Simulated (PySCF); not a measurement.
Work out the structure from these simulated measurements.

Formula: C3H5FN2Si.

| Quantity | Value |
| --- | --- |
| Polarisability | 74.5 au [CAM-B3LYP/def2-SVPD] |
| Triplet | lowest triplet excitation (Tamm–Dancoff): 3.22 eV [TDA CAM-B3LYP/def2-SVPD] |
| Dipole | 3.21 D [CAM-B3LYP/def2-SVPD] |
| Rotational structure | rotational constants A, B, C: 3.728, 1.305, 0.992 GHz [GFN2-xTB] |
| NMR, other nuclei | isotropic shieldings of nuclei other than C and H, by class: -155 (1 N), -55 (1 N), 429 (1 F), 406 (1 Si) ppm [GIAO PBE0/pcSseg-1] |
| 1H NMR | chemical shifts (computed TMS as zero) by class: 5.23 (2 H), 5.16 (3 H) ppm [GIAO PBE0/pcSseg-1] |
| 13C NMR | chemical shifts (computed TMS as zero) by class: 161.1 (1 C), 113.7 (1 C), 90.6 (1 C) ppm [GIAO PBE0/pcSseg-1] |

Electronic properties: PySCF, gas phase, density fitting. Levels stand in brackets. The structure is a single GFN2-xTB conformer in the gas phase; no vibrational or solvent corrections. NMR classes are plain means over equivalent atoms (diastereotopic ones count apart unless rotation or inversion swaps them), as if these changed places fast.

Q: Give a SMILES that accounts for the data.

A: Numbering: `[N:1]#[C:2]/[C:3]([CH2:4][F:5])=[N:6]\[SiH3:7]`. Its formula, C3H5FN2Si, gives 3 degrees of unsaturation: 0 rings and 3 π bonds in the structure found. 3 carbons fall into 3 classes; from least to most shielded: C=N carbon [C3] (161.1 ppm), nitrile carbon [C2] (113.7 ppm), sp3 C–F carbon [C4] (90.6 ppm). Hydrogen classes from least to most shielded: 2 H on an sp3 C–F carbon, C4 (5.23 ppm), 3 H on an SiH3 silicon, Si7 (5.16 ppm). The other shieldings belong to: -155 ppm, C=N nitrogen [N6]; -55 ppm, nitrile nitrogen [N1]; 429 ppm, alkyl fluorine [F5]; 406 ppm, SiH3 silicon [Si7]. The optimised geometry has point group C1 and is an asymmetric top. Structure: `N#C/C(CF)=N\[SiH3]`. Computed isomers that give other values at the same levels: `F[SiH2]c1c[nH]cn1` (13C chemical shifts (computed TMS as zero) by class: 139.1 (1 C), 138.2 (1 C), 129.8 (1 C) ppm); `N#C[C@@H](F)/C=N\[SiH3]` (13C chemical shifts (computed TMS as zero) by class: 172.1 (1 C), 117.6 (1 C), 81.4 (1 C) ppm); `N#C[C@@H](F)/C=N/[SiH3]` (13C chemical shifts (computed TMS as zero) by class: 173.4 (1 C), 118.6 (1 C), 84.3 (1 C) ppm). The assignments are read from this structure; whether some other isomer fits the data as well wasn't checked.

Conformer computed: `[N:1]#[C:2]/[C:3]([CH2:4][F:5])=[N:6]\[SiH3:7]`: C2–C3–C4–F5 -24°.
